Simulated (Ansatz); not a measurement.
CH7GaGeO (`[CH3][Ga]([OH])[GeH3]`), 11 atoms. The species carries charge 0 and has multiplicity 1. Correlated methods include outer-core shells of Ga, Ge, which these sets cover unevenly. Scalar relativity is left out up to krypton. All runs use 4 threads of an Arm Neoverse V1 on a shared host. Correlated methods freeze the cores.

Problem. How many basis functions does each run have, and how long does it take in Ansatz? RKS CAM-B3LYP-D4/def2-TZVPP energy; direct RPA on PBE orbitals/def2-TZVPP energy; RKS PBE0-D4/def2-TZVP relaxation (6 steps); RHF-CCSD(T)/def2-TZVPP energy; RHF-CCSD(T)/def2-SVP energy; RKS PBE0-D4/def2-SVP energy; RKS PBE-QIDH (frozen core)/def2-TZVPP energy; RKS PBE0-D4/def2-TZVP frequencies; RKS ωB97M-V/def2-QZVPP energy; RHF-MP2/def2-QZVPP energy; RKS PBE0-D4/def2-QZVPP energy; RKS PBE0-D4/def2-TZVPP energy. (Estimate.)

Solution. Computed: Other jobs shared the machine, so times are rough.

```csv
level,job,functions,wall time,peak host memory (GiB)
RKS PBE0-D4/def2-SVP,energy,127,1.9 s,0.47
RKS PBE0-D4/def2-TZVPP,energy,256,4.1 s,0.81
RKS CAM-B3LYP-D4/def2-TZVPP,energy,256,4.7 s,0.91
RKS PBE-QIDH (frozen core)/def2-TZVPP,energy,256,7.5 s,0.72
direct RPA on PBE orbitals/def2-TZVPP,energy,256,8 s,0.66
RKS PBE0-D4/def2-QZVPP,energy,502,13 s,2.3
RHF-CCSD(T)/def2-SVP,energy,127,15 s,0.77
RKS ωB97M-V/def2-QZVPP,energy,502,25 s,2.7
RKS PBE0-D4/def2-TZVP,relaxation (6 steps),200,28 s,0.65
RHF-MP2/def2-QZVPP,energy,502,31 s,3.2
RKS PBE0-D4/def2-TZVP,frequencies,200,3.2 min,0.65
RHF-CCSD(T)/def2-TZVPP,energy,256,5.2 min,5.9
```
